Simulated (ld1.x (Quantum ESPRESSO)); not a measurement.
# Logarithmic derivatives: nickel, PAW

- Element: nickel (Ni)
- Generator: ld1.x (Quantum ESPRESSO) 7.5
- Type: PAW
- Functional: LDA (PZ)
- Relativity: scalar-relativistic
- Frozen core: [Ne]
- Valence charge: 18
- Reference configuration: 3s2 3p6 3d8 4s2 4p0
- Partial waves: 3s (bound): rcut 1.00, rcutus 1.20 bohr; 4s (bound): rcut 1.00, rcutus 1.20 bohr; 3p (bound): rcut 1.20, rcutus 1.60 bohr; 4p (bound, empty): rcut 1.20, rcutus 1.60 bohr; 3d (bound): rcut 1.50, rcutus 1.85 bohr; 3d channel at 0.7 Ry: rcut 1.50, rcutus 1.85 bohr; 4f channel at 0.35 Ry: rcut 1.25, rcutus 1.35 bohr
- Local potential: all-electron potential smoothed inside 1.10 bohr (lloc = -2)
- Core correction: Bessel-smoothed model core, default radius (core density twice the valence density)
- Augmentation charge: BESSEL, radius 0.85 bohr

The phase is arctan(r·u′/u) with u = r·R(r), unwrapped; energies in Ry, scanned from -10 to 5 Ry. A pole is an energy at which the radial function vanishes at the test radius. The pseudo phase is shifted by a multiple of π to meet the all-electron one at the reference energy, and phase errors are pseudo minus all-electron; the curves can meet again beyond the range given. Levels narrower than the energy grid can be missing from the lists of poles.

```tsv
channel	radius (bohr)	reference energy (Ry)	poles, all-electron	poles, pseudo	unbroken range about the reference energy with phases within 0.05 rad	phase error 1 Ry above the reference energy (rad)
s	2.01	-0.43	-8.09, 3.94	-8.09, 3.91	the whole range	-0.000
p	2.01	-0.10	-5.17	-5.17, 4.82	the whole range	-0.008
d	2.01	-0.67	-0.37	-0.37	below 2.5	-0.000
f	2.01	0.35	none	none	the whole range	+0.000
```

Phases in the p channel:

```csv
E (Ry),all-electron,pseudo
-10.00,1.405,1.405
-9.52,1.400,1.400
-9.04,1.395,1.395
-8.56,1.389,1.389
-8.08,1.382,1.382
-7.60,1.374,1.374
-7.12,1.364,1.364
-6.64,1.351,1.351
-6.16,1.331,1.331
-5.68,1.279,1.278
-5.20,-1.502,-1.502
-4.72,-1.756,-1.756
-4.24,-1.792,-1.793
-3.76,-1.817,-1.818
-3.28,-1.841,-1.841
-2.80,-1.867,-1.868
-2.32,-1.899,-1.899
-1.84,-1.939,-1.939
-1.36,-1.992,-1.993
-0.88,-2.068,-2.069
-0.40,-2.186,-2.186
0.08,-2.384,-2.384
0.56,-2.748,-2.750
1.04,-3.334,-3.345
1.52,-3.883,-3.899
2.00,-4.203,-4.221
2.48,-4.381,-4.398
2.96,-4.488,-4.507
3.44,-4.560,-4.580
3.92,-4.613,-4.635
4.40,-4.653,-4.679
4.88,-4.686,-4.717
```
